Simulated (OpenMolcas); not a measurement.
Au5+ in a point-charge field

Au5+ among 6 point charges of -1.7 e arranged as a trigonal antiprism (D3d), 1.74 Å from the ion, with a polar angle of 61.9° against the regular 54.74°.

- Program: OpenMolcas
- Method: SS-CASPT2, IPEA 0.25 Eh, imaginary shift 0.1 Eh (closed shells correlated: 5s 5p)
- Basis: ANO-RCC-VTZP [8s7p5d3f1g]
- Scalar Hamiltonian: DKH2, point nucleus
- Active space: 6 electrons in 5 orbitals (5d)
- State averaging: 2S+1 = 5 even, 5 roots; 2S+1 = 3 even, 45 roots; 2S+1 = 1 even, 50 roots
- Spin-orbit coupling: state interaction with AMFI integrals over the reference wave functions

The lowest spin-free states (labels of D3, the rotations of D3d), above the lowest:

| State | Degeneracy | E (cm-1) | Free-ion L (%) |
| --- | --- | --- | --- |
| 5A1 | 1 | 0 | D (100) |
| 5E | 2 | 4800 | D (100) |
| 3A2 | 1 | 13300 | H (43) |
| 3E | 2 | 14380 | H (49) |
| 1A1 | 1 | 15200 | G (48) |
| 5E | 2 | 16830 | D (100) |
| 3E | 2 | 17010 | H (52) |
| 3A1 | 1 | 18200 | G (76) |
| 3A1 | 1 | 21550 | H (78) |
| 3E | 2 | 21600 | H (57) |
| 1A2 | 1 | 21610 | I (74) |
| 1E | 2 | 23610 | I (51) |
| 3E | 2 | 24770 | G (57) |
| 3E | 2 | 25240 | H (56) |
| 3A2 | 1 | 25270 | H (49) |
| 3E | 2 | 27040 | G (39) |
| 3A2 | 1 | 28270 | G (51) |
| 1E | 2 | 28910 | I (67) |
| 3A1 | 1 | 29000 | F (67) |
| 1A1 | 1 | 29410 | I (82) |

The lowest levels with spin-orbit coupling:

```json
{"E (cm-1)": "0", "Degeneracy": "1", "Label": "A1", "2S+1": "5 (62 %)", "g": ""}
{"E (cm-1)": "1040", "Degeneracy": "2", "Label": "E", "2S+1": "5 (70 %)", "g": "0.00 0.00 3.09"}
{"E (cm-1)": "2540", "Degeneracy": "2", "Label": "E", "2S+1": "5 (70 %)", "g": "0.00 0.00 5.90"}
{"E (cm-1)": "4340", "Degeneracy": "1", "Label": "A1", "2S+1": "5 (61 %)", "g": ""}
{"E (cm-1)": "5180", "Degeneracy": "1", "Label": "A2", "2S+1": "5 (65 %)", "g": ""}
{"E (cm-1)": "7200", "Degeneracy": "2", "Label": "E", "2S+1": "5 (53 %)", "g": "0.00 0.00 1.15"}
{"E (cm-1)": "8090", "Degeneracy": "2", "Label": "E", "2S+1": "5 (67 %)", "g": "0.00 0.00 5.10"}
{"E (cm-1)": "10260", "Degeneracy": "1", "Label": "A1", "2S+1": "5 (58 %)", "g": ""}
{"E (cm-1)": "11890", "Degeneracy": "2", "Label": "E", "2S+1": "5 (78 %)", "g": ""}
{"E (cm-1)": "12910", "Degeneracy": "1", "Label": "A2", "2S+1": "5 (85 %)", "g": ""}
{"E (cm-1)": "16250", "Degeneracy": "1", "Label": "A1", "2S+1": "5 (42 %)", "g": ""}
{"E (cm-1)": "16300", "Degeneracy": "2", "Label": "E", "2S+1": "3 (54 %)", "g": "0.00 0.00 4.03"}
{"E (cm-1)": "17940", "Degeneracy": "2", "Label": "E", "2S+1": "3 (49 %)", "g": "0.00 0.00 1.30"}
{"E (cm-1)": "18670", "Degeneracy": "1", "Label": "A2", "2S+1": "3 (50 %)", "g": ""}
{"E (cm-1)": "19210", "Degeneracy": "2", "Label": "E", "2S+1": "5 (54 %)", "g": "0.00 0.00 0.03"}
{"E (cm-1)": "19760", "Degeneracy": "1", "Label": "A1", "2S+1": "5 (54 %)", "g": ""}
{"E (cm-1)": "20060", "Degeneracy": "2", "Label": "E", "2S+1": "3 (55 %)", "g": "0.00 0.00 1.37"}
{"E (cm-1)": "21780", "Degeneracy": "1", "Label": "A1", "2S+1": "5 (57 %)", "g": ""}
{"E (cm-1)": "22220", "Degeneracy": "2", "Label": "E", "2S+1": "3 (51 %)", "g": "0.00 0.00 4.57"}
{"E (cm-1)": "22460", "Degeneracy": "1", "Label": "A2", "2S+1": "5 (51 %)", "g": ""}
```

Powder χT (cm3 K/mol): 0.0108 at 2 K, 0.0539 at 10 K, 0.269 at 50 K, 0.539 at 100 K, 1.08 at 200 K, 1.6 at 300 K. The effective moment at 300 K is 2.828 √(χT) = 3.57 μB.

Roots that are degenerate in the reference are averaged as groups; the widest CASPT2 spread within a group is 79 cm-1 (the 2-fold group of multiplicity 3 near 21600 cm-1 above the lowest state of its run). Shifts and gaps below about the spread of the groups concerned are not significant. Spin-orbit coupling mixes the spin-free states strongly: the lowest level takes only 52 % from its leading state, 5A1. This shell can be high or low spin here, a state of another spin lies low, and with metal d orbitals alone active their balance is uncertain, so the ground spin may be wrong. Point charges give a weaker field than real ligands, and real ions of this kind are as a rule low spin; the high spin found here belongs to the model. Free-ion shares, where given, are those of the reference states; single-state CASPT2 does not remix them. Point charges carry no covalency, so the field is a model and not that of real ligands. No measured value stands beside these numbers.

With an even number of electrons the g values are those of a degenerate or nearly degenerate non-Kramers pair.
